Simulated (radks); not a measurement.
Results of a calculation; reference values are marked as such.
Task: All-electron atom: Pt4+ in [Xe] 4f14 5d6. Code: a radial shooting solver on a logarithmic mesh with Libxc functionals. Model: scalar-relativistic Kohn-Sham, BLYP, spin-polarised, spherical densities, finite nucleus; open shells are filled with parallel spins first (spin-orbit coupling, left out, can overturn this in heavy ions); Fermi nuclear charge, rms radius 5.427 fm. Some entries of the table are withheld. Estimate them.

orbital,occ.,eigenvalue (Ry),<r^2> (bohr^2),<1/r> (bohr^-1)
1s down,1,-5766.390,0.0004062,93.91
1s up,1,-5766.390,0.0004062,93.91
2s up,1,-1016.220,0.006203,22.01
2s down,1,-1016.196,0.006203,22.01
2p up,3,-881.5271,0.005201,19.67
2p down,3,-881.5077,0.005201,19.67
3s up,1,-241.5741,0.04005,8.160
3s down,1,-241.5652,0.04005,8.160
3p up,3,-202.3316,0.04106,7.465
3p down,3,-202.3216,0.04105,7.465
3d up,5,-159.6945,0.03401,7.032
3d down,5,-159.6773,0.03401,7.032
4s up,1,-54.85163,0.1945,3.492
4s down,1,-54.82785,0.1945,3.492
4p up,3,-41.97547,0.2220,3.158
4p down,3,-41.95317,0.2219,3.158
4d up,5,-26.31918,0.2535,2.826
4d down,5,-26.29332,0.2532,2.827
5s up,1,-11.26445,1.006,(1)
5s down,1,-11.10048,0.9968,(2)
4f up,7,-8.92296,0.3243,2.389
4f down,7,-8.88485,0.3210,2.395
5p up,3,(3),(4),1.217
5p down,3,(5),(6),1.225
5d up,5,-3.95475,2.338,0.9038
5d down,1,-3.73930,2.397,0.8989

Result: 
(1) 5s up <1/r> (bohr^-1): 1.424
(2) 5s down <1/r> (bohr^-1): 1.433
(3) 5p up eigenvalue (Ry): -7.86109
(4) 5p up <r^2> (bohr^2): 1.328
(5) 5p down eigenvalue (Ry): -7.66167
(6) 5p down <r^2> (bohr^2): 1.319
